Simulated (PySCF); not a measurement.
Species: C₃H₁₂O₂Si₃.
Atom-mapped SMILES: `[CH3:1][SiH2:2][O:3][Si@@H:4]1[CH2:5][CH2:6][SiH2:7][O:8]1` (hydrogens: H9, H10, H11 on C1; H12, H13 on Si2; H14 on Si4; H15, H16 on C5; H17, H18 on C6; H19, H20 on Si7)

All values: PBE0/pcSseg-1 (PySCF, non-relativistic), on one gas-phase PBE0-D3(BJ)/def2-SVP geometry that isn't relaxed in the solvent. The solvent is an IEF-PCM continuum (cavity from Bondi-type radii × 1.2). Specific hydrogen bonds and non-electrostatic terms are outside this model.

Gas phase at PBE0/pcSseg-1: HOMO -8.09 eV, LUMO 0.51 eV, dipole 1.86 D.

Question: What does the continuum do to the energy, the frontier levels and the dipole at PBE0/pcSseg-1 in cyclohexane and chloroform?

Answer: 
```json
{"solvent": "cyclohexane", "ε": "2.017", "E(solvent) − E(gas) (kJ/mol)": "-4.83", "polarisation term (kJ/mol)": "-5.05", "distortion of the solute (kJ/mol)": "0.22", "HOMO (eV)": "-8.03", "LUMO (eV)": "0.58", "dipole (D)": "2.09"}
{"solvent": "chloroform", "ε": "4.711", "E(solvent) − E(gas) (kJ/mol)": "-9.08", "polarisation term (kJ/mol)": "-9.87", "distortion of the solute (kJ/mol)": "0.79", "HOMO (eV)": "-8.00", "LUMO (eV)": "0.61", "dipole (D)": "2.31"}
```

The polarisation term is half the interaction of the solute with the surface charges that it induces; the rest is the cost of distorting the solute's density. The sum is the electrostatic part of solvation alone. From cyclohexane to chloroform the lowering changes by a factor 1.88, Onsager's factor (ε − 1)/(2ε + 1) by 1.76 and ε itself by 2.3.

Question: Which radius a makes the point-dipole formula ΔE = −[(ε − 1)/(2ε + 1)]·μ²/a³ give the value in chloroform, with the gas-phase dipole?

Answer: μ = 0.734 au and |ΔE| = 0.00346 Eh give a = 2.02 Å; the farthest nucleus lies 3.77 Å from the centroid of the nuclei, so such a sphere wouldn't even hold the nuclei. The formula assumes a rigid point dipole at the centre of a sphere.

Question: Which Mulliken charges (PBE0/pcSseg-1) respond most in chloroform (means over atoms taken as equivalent)?

Answer: 
| atoms | environment | gas (e) | solvent (e) | change |
| --- | --- | --- | --- | --- |
| O8 | siloxane oxygen | -0.770 | -0.785 | -0.015 |
| H18 | methylene hydrogen | +0.155 | +0.164 | +0.009 |
| H16 | methylene hydrogen | +0.149 | +0.157 | +0.008 |
| Si7 | oxygen-bound silicon | +0.828 | +0.836 | +0.008 |
| Si2 | oxygen-bound silicon | +0.853 | +0.861 | +0.008 |
| H13 | Si–H hydrogen | -0.121 | -0.129 | -0.008 |

Question: Which Mayer bond orders change most in chloroform?

Answer: 
```csv
bond,length (Å),gas,solvent,change
Si7–O8,1.683,0.904,0.893,-0.011
Si4–C5,1.885,0.884,0.894,+0.010
C1–Si2,1.869,0.956,0.964,+0.008
C6–Si7,1.896,0.913,0.921,+0.008
O3–Si4,1.648,0.950,0.945,-0.005
O8–Si4,1.677,0.903,0.898,-0.005
C1–H10,1.101,0.950,0.946,-0.004
Si2–O3,1.665,0.886,0.883,-0.003
```

Question: How do the nuclear quadrupole coupling constants eQVzz/h respond in chloroform?

Answer: 
```csv
nucleus,Q (barn),gas (MHz),solvent (MHz),η gas,η solvent
17O at O3,-0.0256,-6.56,-6.53,0.21,0.22
17O at O8,-0.0256,-5.47,-5.44,0.33,0.33
```
